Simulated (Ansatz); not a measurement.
C3H9GaGe can be A, `[GaH2][C]1([GeH3])CC1`, or B, `[GaH2][CH]1C[CH2][GeH2]1`.

Calculated with Ansatz (gas phase, PBE0-D4/def2-TZVP geometries, no zero-point term in ΔE). CCSD(T)/CBS adds triple-zeta CCSD(T) − MP2 to the extrapolated MP2 energy (def2 sets, frozen cores). DFT in def2-TZVPP. For Ga, Ge outer-core shells are correlated without core-valence functions, which leaves a few kJ/mol of doubt a bond. Scalar relativity is left out up to krypton.

(1) Which is lower in electronic energy at CCSD(T)/CBS, and by how much? (An estimate is asked.)

(2) Give E(B) − E(A) in kJ/mol with BLYP-D4, ωB97M-V, CCSD/def2-TZVPP, PBE-D4, r2SCAN-D4, CCSD(T)/def2-TZVPP, B2PLYP. (Estimate.)

(3) Does the order hold for the free energy at 298.15 K (harmonic terms from PBE0-D4)? (An estimate is asked.)

Largest T1 diagnostic: 0.012.

Results:

(1) Computed: B, by 41.9 kJ/mol.

(2) Computed: BLYP-D4 -37.4, ωB97M-V -36.3, CCSD/def2-TZVPP -36.9, PBE-D4 -39.0, r2SCAN-D4 -34.6, CCSD(T)/def2-TZVPP -38.4, B2PLYP -35.7. None reverses the order clearly.

(3) Ansatz gave: Yes: G(B) − G(A) = -31.9 kJ/mol.

In def2-TZVPP, CCSD(T) changes the Hartree–Fock value by −14.5 kJ/mol (the triples alone add −1.5 kJ/mol) and MP2 by −12.2 kJ/mol. Leaving LDA and LC-ωPBE aside and taking each functional with its dispersion term where it has one, the values, not all of them listed here, spread over 9.7 kJ/mol, from revPBE-D4 to B97M-V.
